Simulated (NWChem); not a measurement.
# SnH₃O₂F; SMILES [OH][SnH]([OH])[F]

```xyz
7

Sn    -0.0008    -0.0349    -0.2520
O     -0.2011    -1.8480     0.5448
O      1.6438     0.8441     0.4663
F     -1.4198     1.1258     0.4460
H     -0.1085    -0.1796    -1.9549
H      0.0294    -1.8146     1.4944
H      1.3586     1.6406     0.9589
```
Atoms are numbered in this order, from 1.

Program: NWChem. Structure relaxed at the PBE-D3(BJ)/def2-SVP (def2 core potentials past Kr) level.

For level PBE0/3-21G, non-relativistic:

| Quantity | Value |
|---|---|
| highest occupied level (eV) | -8.12 |
| orbital gap (eV) | 7.29 |
| dipole (D) | 0.96 |

Question: What are these values for level PBE0/STO-3G, non-relativistic?

Answer: highest occupied level (eV): -3.79
orbital gap (eV): 8.18
dipole (D): 0.75
